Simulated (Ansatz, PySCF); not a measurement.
Molecule: sum formula AlO2H2 (charge 0, doublet). It need not be the lowest isomer of its formula. SMILES: [OH][Al][OH]
Geometry from a B3LYP-D3(BJ)/def2-TZVP (Ansatz, a program for electronic structure) optimisation:
```xyz
5

Al     0.0795    -0.5089    -0.0126
O      1.0953     0.4653    -0.9725
H      1.0612     1.4216    -1.0460
O     -1.1776     0.0617     0.9855
H     -1.4361     0.9782     1.1053
```
Charge 0, spin multiplicity 2.

Wanted: atomisation energy (electronic, to ground-state atoms), in kcal/mol. Correlated levels leave the core frozen unless marked. Open shells are spin-unrestricted. No spin-orbit coupling. Non-relativistic. The coupled-cluster limit lacks core correlation, which all-electron functionals hold. CBS(X,Y): correlation extrapolated as X^-3; Hartree-Fock from the larger set. [CCSD(T)-MP2]/basis is that difference in the basis named.

```csv
level,program,atomisation energy (kcal/mol)
PBE-D4/def2-TZVPD,Ansatz + dftd4,[?]
BP86/def2-TZVPD,PySCF,434.9
r2SCAN-D3(BJ)/def2-TZVPD,Ansatz + dftd3,428.4
PBE0/def2-TZVP,Ansatz,[?]
MN15/def2-TZVPD,PySCF,432.4
RPA@PBE/cc-pV(Q+d)Z,Ansatz,[?]
SCS-MP2/aug-cc-pV(T+d)Z,Ansatz,429.1
SCS-MP2/cc-pV(T+d)Z,Ansatz,423.9
CCSD/aug-cc-pV(D+d)Z,Ansatz,390.1
CCSD/cc-pV(D+d)Z,Ansatz,[?]
"RI-MP2/CBS(aug-cc-pV(T+d)Z,aug-cc-pV(Q+d)Z)+[CCSD(T)-MP2]/aug-cc-pV(T+d)Z",Ansatz,429.8
```

Task: Some entries are withheld; supply them.

Result: 
- PBE-D4/def2-TZVPD, atomisation energy (kcal/mol): 431.9
- PBE0/def2-TZVP, atomisation energy (kcal/mol): 414.8
- RPA@PBE/cc-pV(Q+d)Z, atomisation energy (kcal/mol): 401.0
- CCSD/cc-pV(D+d)Z, atomisation energy (kcal/mol): 372.6
